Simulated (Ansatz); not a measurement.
Computed with Ansatz on PBE0-D4/def2-TZVP structures; ΔE is electronic, products minus reactants. CBS: MP2 limit from def2 TZ/QZ plus the TZ coupled-cluster correction, frozen cores. Functionals use def2-TZVPP. HSE06 is defined as in plane-wave codes. One conformer a species, not always the lowest.

`BO[SiH2]C#C` + `CC=N` → `BCC=N` + `C#C[SiH2]O`  (formal exchange of groups at a B–O bond)

`BO[SiH2]C#C`:

Cartesian coordinates in Å:
```
B 2.130 0.419 -0.444
O 0.848 0.318 -0.847
Si -0.356 -0.733 -0.423
C -1.601 0.162 0.555
C -2.438 0.733 1.209
H 2.573 -0.364 0.355
H 2.797 1.300 -0.907
H -0.976 -1.232 -1.669
H 0.199 -1.844 0.386
H -3.177 1.241 1.786
```

`CC=N`:

Cartesian coordinates in Å:
```
C -0.548 -0.447 -0.415
C 0.703 0.050 0.232
N 0.866 1.115 0.890
H -0.819 -1.428 -0.013
H -1.381 0.242 -0.261
H -0.392 -0.581 -1.490
H 1.581 -0.595 0.116
H -0.009 1.644 0.940
```

`BCC=N`:

Cartesian coordinates in Å:
```
B -1.068 0.124 -1.105
C 0.291 0.257 -0.363
C 0.452 -0.585 0.861
N 0.746 -0.201 2.027
H -1.454 1.001 -1.820
H -1.705 -0.886 -1.020
H 0.618 1.288 -0.199
H 0.959 -0.151 -1.150
H 0.263 -1.654 0.720
H 0.899 0.809 2.049
```

`C#C[SiH2]O`:

```xyz
8

C     1.337   -1.610   -0.537
C     0.695   -0.684   -0.106
Si   -0.276    0.731    0.524
O    -1.802    0.725   -0.082
H     1.905   -2.431   -0.912
H     0.463    1.965    0.155
H    -0.418    0.627    1.991
H    -1.905    0.678   -1.033
```

Q: Is it downhill or uphill in electronic energy at CCSD(T)/CBS, and by how much? (Best estimate.)

A: The calculation gave: Uphill: ΔE = +133.1 kJ/mol.

Q: What do these levels give: PBE0-D4, HSE06-D4, PBE-QIDH, BLYP, r2SCANh, r2SCAN0, HSE06, HF/def2-SVP, MP2/def2-TZVPP, CCSD/def2-TZVPP, SCS-MP2/def2-QZVPP, CCSD/CBS(def2)? (An estimate is asked.)

A: The calculation gave: PBE0-D4 128.4, HSE06-D4 128.4, PBE-QIDH 131.1, BLYP 137.0, r2SCANh 131.1, r2SCAN0 131.5, HSE06 128.2, HF/def2-SVP 151.6, MP2/def2-TZVPP 134.2, CCSD/def2-TZVPP 135.3, SCS-MP2/def2-QZVPP 136.3, CCSD/CBS(def2) 133.5 kJ/mol.

Largest T1 diagnostic among the species: 0.014.

Leaving LDA and LC-ωPBE aside and taking each functional with its dispersion term where it has one, the values, not all of them listed here, spread over 14.1 kJ/mol, from revPBE-D4 to BHLYP-D4. At CCSD(T), def2-SVP lies +21.1 kJ/mol from the extrapolated value and def2-TZVPP +1.9 kJ/mol. In def2-TZVPP, CCSD(T) changes the Hartree–Fock value by −7.6 kJ/mol (the triples alone add −0.3 kJ/mol) and MP2 by −8.4 kJ/mol.
